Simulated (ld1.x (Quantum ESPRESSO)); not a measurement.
hafnium: one change to a TM semilocal potential, before and after

hafnium, norm-conserving Troullier–Martins (semilocal form), made with ld1.x (Quantum ESPRESSO) 7.5 (revPBE, scalar-relativistic). Core [Xe], reference 4f13 5d3 6s2 6p0. Waves: 6s (bound): rc 2.20 bohr; 6p (bound, empty): rc 3.15 bohr; 4f (bound): rc 1.10 bohr; 5d (bound): rc 2.60 bohr. Local part: the d channel. Core correction: Bessel-smoothed model core, default radius (core density twice the valence density).

Change: wave 5d (bound): rc 2.60 bohr becomes 5d (bound): rc 3.58 bohr.

Cutoffs: the cutoffs (Ry, on a coarse ladder) from which the occupation-weighted sum of valence levels, in a spherical-Bessel basis at the reference potential, stays within 10 and 1 mRy of its value at 400 Ry; they do not see the model core or the augmentation charge, which bear on the density cutoff. Errors are all-electron minus pseudo energies relative to the spin-unpolarised reference configuration.

Q: What does the change do?

A: Of the 7 tests that both files solve, the error grows in 7 and shrinks in 0 by more than 15 % and 0.3 meV (median size 997.4 → 1277.0 meV); neither file shows a bound ghost at the reference potential, the only one tested. More of the atom is replaced by a form fitted at one configuration, so other configurations suffer. A semilocal file is local in each channel, so a ghost entry of none says nothing of the separable form that plane-wave codes build from it.

| quantity | base | changed |
| --- | --- | --- |
| bound ghosts | none | none |
| error for 4f14 5d2 6s2 6p0, meV [ΔE -17.56 eV] | -924 | -1277 |
| error for 4f14 5d2 6s1 6p0, meV [ΔE -9.65 eV] | -1042 | -1343 |
| error for 4f14 5d2 6s0 6p0, meV [ΔE 4.38 eV] | -1159 | -1410 |
| error for 4f14 5d2.5 6s1.5 6p0, meV [ΔE -16.30 eV] | -1052 | -1375 |
| error for 4f13 5d3 6s1 6p0, meV [ΔE 8.25 eV] | -6.9 | -9.9 |
| error for 4f14 5d1 6s2 6p0, meV [ΔE -11.12 eV] | -760 | -1116 |
| error for 4f14 5d2 6s0 6p1, meV [ΔE -5.01 eV] | -997 | -1266 |

Changed file: These tests converged, but a pseudo level misses the all-electron one widely, so the file describes the atom poorly there or has found another state: 4f14 5d2 6s2 6p0: 4f by 2.4 eV; 4f14 5d2 6s1 6p0: 4f by 2.5 eV; 4f14 5d2 6s0 6p0: 4f by 2.6 eV; 4f14 5d2.5 6s1.5 6p0: 4f by 2.5 eV; 4f14 5d1 6s2 6p0: 4f by 2.4 eV; 4f14 5d2 6s0 6p1: 4f by 2.5 eV.
